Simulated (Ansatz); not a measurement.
Program: Ansatz. Geometries: PBE0-D4/def2-TZVP. ΔE: electronic, gas phase. CCSD(T)/CBS is the MP2 limit (def2-TZVPP, def2-QZVPP) plus CCSD(T) − MP2 in def2-TZVPP, frozen cores. DFT in def2-TZVPP. One conformer a species, not always the lowest.

Consider the redistribution: `O[SiH](O)S` + `O[SiH2]C[SiH2]O` → `O[SiH2]C[SiH](O)O` + `O[SiH2]S`.

`O[SiH](O)S`:

Z-matrix (Å, degrees):
```
Si
O 1 1.629
S 1 2.137 2 115.3
O 1 1.641 2 106.1 3 -122.0
H 1 1.476 2 107.0 3 115.4
H 2 0.959 1 117.6 3 88.8
H 3 1.345 1 94.4 2 -64.7
H 4 0.959 1 116.5 2 161.4
```

`O[SiH2]C[SiH2]O`:

Cartesian coordinates in Å:
```
O 0.537 0.666 2.036
Si -0.916 0.540 1.281
C -0.696 0.649 -0.578
Si 0.417 -0.666 -1.259
O 1.703 -0.756 -0.204
H 1.240 0.180 1.588
H -1.597 -0.752 1.585
H -1.760 1.650 1.789
H -0.294 1.637 -0.828
H -1.676 0.560 -1.062
H -0.283 -1.979 -1.315
H 0.919 -0.354 -2.627
H 2.406 -1.375 -0.405
```

`O[SiH2]C[SiH](O)O`:

Cartesian coordinates in Å:
```
O -1.701 -1.040 -0.612
Si -0.901 0.145 -1.468
C 0.121 1.057 -0.222
Si 1.154 -0.023 0.901
O 0.955 0.626 2.400
O 0.704 -1.597 0.828
H -2.376 -1.542 -1.070
H -1.901 1.020 -2.141
H -0.050 -0.470 -2.523
H -0.544 1.652 0.413
H 0.776 1.760 -0.748
H 2.591 -0.017 0.534
H 1.391 0.180 3.128
H -0.217 -1.752 0.582
```

`O[SiH2]S`:

Cartesian coordinates in Å:
```
O 0.791 -0.389 -1.217
Si 0.289 0.444 0.106
S -1.182 -0.590 1.253
H 1.076 -1.295 -1.083
H 1.379 0.668 1.088
H -0.235 1.716 -0.434
H -2.117 -0.553 0.288
```

| level | ΔE (kcal/mol) |
| --- | --- |
| PBE0-D4 | -1.2 |
| CCSD/def2-TZVPP | -1.2 |

Task: What does CCSD(T)/CBS give? (Estimate.)

Result: The calculation gave: -1.1 kcal/mol. The listed levels differ from it by -0.1, -0.1 kcal/mol.

Largest T1 diagnostic among the species: 0.011.
